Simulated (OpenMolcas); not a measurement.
Ir5+: moving or changing the point charges

Ir5+ among 6 point charges of -1.7 e arranged as a trigonal prism (D3h), 2.05 Å from the ion, with a polar angle of 57.4° against the regular 49.1°.
```
   1.7279    0.0000    1.1031  -1.70
  -0.8640    1.4964    1.1031  -1.70
  -0.8640   -1.4964    1.1031  -1.70
   1.7279    0.0000   -1.1031  -1.70
  -0.8640    1.4964   -1.1031  -1.70
  -0.8640   -1.4964   -1.1031  -1.70
```

```json
{
 "Program": "OpenMolcas 26.06",
 "Method": "CASSCF",
 "Basis": "ANO-RCC-VDZP [7s6p4d2f]",
 "Scalar Hamiltonian": "DKH2, point nucleus",
 "Active space": "4 electrons in 5 orbitals (5d)",
 "State averaging": "2S+1 = 5 even, 5 roots; 2S+1 = 3 even, 45 roots; 2S+1 = 1 even, 50 roots",
 "Spin-orbit coupling": "state interaction with AMFI integrals over the reference wave functions"
}
```

Runs around this geometry, states (labels of D3, the rotations of D3h). Energies in cm-1 above the lowest state or level, χT in cm3 K/mol.

```
R (Å)  q (e)  Polar angle / regular  Ground state  First state of that spin  First gap with spin-orbit (degeneracies)  χT at 300 K  First state of another spin
 2.05   -1.1                   1.17            5E                  5E 309.9                               4957 (1, 1)        0.045                    3A2 17983
 1.89   -1.7                   1.17            5E                   5E 19.6                               4776 (1, 1)        0.049                    3A2 14334
 2.05   -1.7                   1.17            5E                  5E 401.0                               4779 (1, 1)        0.047                    3A2 16625
 2.21   -1.7                   1.17            5E                  5E 562.6                               4846 (1, 1)        0.046                    3A2 17935
 2.05   -1.7                   1.26            5E                   5E 4553                               3544 (1, 1)        0.062                    3A2 18684
```

Scaling the charges by -1.1 / -1.7 = 0.65 scales the first state of the same spin by 309.9 / 401 = 0.77; with fixed orbitals a first-order splitting would follow the charge.

Without dynamic correlation the repulsion within the d shell is too large (B by tens of per cent), so at a given field states of lower spin stand too high. Point charges give a weaker field than real ligands, and real ions of this kind are as a rule low spin; the high spin found here belongs to the model. Spin-orbit coupling mixes the spin-free states strongly: the lowest level takes only 30 % from its leading state, 5E (figures for R = 2.05, q = -1.1, ratio = 1.17; the like holds for R = 1.89, q = -1.7, ratio = 1.17, R = 2.05, q = -1.7, ratio = 1.17, R = 2.21, q = -1.7, ratio = 1.17, R = 2.05, q = -1.7, ratio = 1.26). The ground term spreads over less than 5000 cm-1, several times less than with real ligands, so orbital moments are less quenched and χT lies further from the spin-only value than at real sites (holds for R = 2.05, q = -1.1, ratio = 1.17; R = 2.05, q = -1.7, ratio = 1.17; R = 2.21, q = -1.7, ratio = 1.17). This shell can be high or low spin here, a state of another spin lies low, and with metal d orbitals alone active their balance is uncertain, so the ground spin may be wrong (holds for R = 1.89, q = -1.7, ratio = 1.17). Point charges carry no covalency, so the field is a model and not that of real ligands. No measured value stands beside these numbers.
